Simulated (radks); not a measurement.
Neutral lutetium inside a hard spherical wall (all orbitals vanish at R), configuration held at [Xe] 4f14 5d1 6s2 and not refilled when levels cross. All-electron calculation, scalar-relativistic Kohn-Sham, LDA (Slater exchange, VWN5 correlation), spin-unpolarised, spherical densities, point nucleus. Program: a radial shooting solver on a logarithmic mesh with Libxc functionals. Eigenvalues in eV, with the zero of energy where the potential of the charges vanishes at infinity; a dash marks a level that is unbound or too diffuse for the functional's potential to be trusted. A positive occupied level is held by the wall or, in an anion where self-interaction has pushed it up, behind a barrier. The pressure on the wall is -dE/dV.

R (bohr),E (hartree),kinetic (hartree),e(5p),e(4f),e(6s),e(5d),"e(6p, empty)","e(7s, empty)",pressure (GPa)
free,-14554.5524,15901.789,-31.791,-9.815,-4.800,-1.917,-1.395,-0.119,0
15,-14554.5524,15901.789,-31.788,-9.812,-4.798,-1.914,-1.386,0.241,0.000121
10,-14554.5509,15901.802,-31.660,-9.682,-4.710,-1.802,-1.152,1.976,0.0340
8,-14554.5415,15901.868,-31.219,-9.235,-4.364,-1.407,-0.459,4.994,0.403
7,-14554.5223,15901.977,-30.642,-8.646,-3.843,-0.874,0.468,8.332,1.46
6,-14554.4690,15902.234,-29.568,-7.539,-2.682,0.177,2.398,14.532,5.57
5,-14554.3150,15902.867,-27.646,-5.510,0.053,2.272,6.681,26.938,23.8
4,-14553.8172,15904.734,-24.039,-1.503,7.402,6.852,17.424,54.832,130
2.5,-14547.9034,15926.429,-2.596,22.589,69.903,37.074,95.599,224.46,4560
1.5,-14492.7449,16101.233,127.14,124.07,429.73,201.86,488.77,954.29,177000
